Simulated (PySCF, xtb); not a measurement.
TiCl4, SMILES [Cl][Ti]([Cl])([Cl])[Cl], multiplicity 1.

Harmonic wavenumbers (cm⁻¹) from GFN2-xTB (xtb 6.7.1) at its own minimum, in rising order: 109, 109, 111, 112, 113, 321, 443, 446, 446.

Problem. What does B3LYP-D3(BJ)/def2-SVP in PySCF give at its own minimum? (Estimate from the structure and the level; the computed values follow.)

Solution. 117, 117, 137, 137, 137, 383, 502, 502, 502. Paired by order, the mean absolute difference is 36 cm⁻¹ and the zero-point energies are 3.2 and 3.6 kcal/mol.
